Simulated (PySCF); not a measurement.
H₃S, SMILES [SH3+], charge +1.

Coordinates come from a B3LYP-D3(BJ)/def2-TZVPD optimisation. The isomer is the one that the SMILES or the coordinates give; other isomers of the formula were not compared.

Two levels are set side by side: TDA-PBE/def2-TZVPD (PySCF) and EOM-CCSD/aug-cc-pVDZ (PySCF). Vertical, same geometry; the bases differ. Differences are taken from unrounded values.

```json
[
 {"quantity": "lowest singlet excitation (eV)", "EOM-CCSD": "10.00"},
 {"quantity": "lowest triplet excitation (TDA for PBE) (eV)", "EOM-CCSD": "8.34"}
]
```

### Question
What does TDA-PBE give, and how far is it from EOM-CCSD? (Estimate from the structure and the level; the computed values follow.)

### Answer

```
quantity                                      TDA-PBE  TDA-PBE minus EOM-CCSD
--------------------------------------------  -------  ----------------------
lowest singlet excitation (eV)                   9.40                   -0.61
lowest triplet excitation (TDA for PBE) (eV)     7.71                   -0.63
```

Functionals without exact exchange tend to place singlet excitations lower, as here. Differences between two approximate levels are no errors against the true value.

Rough cost on one machine, each run with all the roots and properties that it gave: EOM-CCSD against TDA-PBE about 2 times.
